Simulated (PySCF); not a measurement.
Species: C₅H₁₉BN₂Si₂.
Numbering: `[CH3:1][N+:2]1([CH3:3])[BH2-:4][CH2:5][C@H:6]([N:7]([SiH3:8])[SiH3:9])[CH2:10]1`

Probes without a nucleus sit at each ring's centroid and 1 Å off its mean plane on both sides; NICS is minus the shielding there, NICSzz its component along the normal. Level: GIAO HF/pcSseg-1 (PySCF, non-relativistic, gas phase) on the PBE0-D3(BJ)/def2-SVP geometry, one conformer.

Ring bond lengths (Å): N2–B4 1.700, B4–C5 1.624, C5–C6 1.520, C6–C10 1.528, C10–N2 1.486.

**Question.** What do the NICS probes read (ppm)?

**Answer.** 
```csv
ring,type,NICS(0),"NICS(1), two faces","NICS(1)zz, two faces",rms pucker (Å),"centre to ring atoms, mean (Å)"
N2–B4–C5–C6–C10,5-membered ring with B and N; formal bonds all single,-6.6,-4.1 / -3.3,-1.4 / -0.1,0.20,1.31
```

**Question.** What do they say, and how far can they be read as aromaticity?

**Answer.** 
- N2–B4–C5–C6–C10: mean NICS(1)zz -0.7 ppm, near zero. N2, B4, C5, C6, C10 have four or more neighbours, and the NICS criterion for π rings isn't applied.

**Question.** At the first NICS(1) probe listed for ring N2–B4–C5–C6–C10, 1 Å off the ring, how large is the induced field along the normal in 9.4 T applied along it?

**Answer.** NICSzz × B0 = -1.4 ppm × 9.4 T = -13 μT, against the applied field.

**Question.** List the ring angles.

**Answer.** 
- N2–B4–C5–C6–C10: N2 104.5°, B4 101.1°, C5 103.7°, C6 103.2°, C10 107.0°; sum 519.4° against 540° for a flat convex ring.

**Question.** How do the values depend on the level or the medium?

**Answer.** 
```
             level  NICS(0), N2–B4–C5–C6–C10  mean NICS(1)zz, N2–B4–C5–C6–C10
  HF/pcSseg-1, gas                      -6.6                             -0.7
PBE0/pcSseg-1, gas                      -6.1                             -0.5
```

The geometry is the same throughout.

Hardware: Intel Xeon 6975P-C, one thread, on a shared host. Cost: 32 s wall, 1.4 GiB resident at most. This is the whole shielding run at HF/pcSseg-1, SCF included.
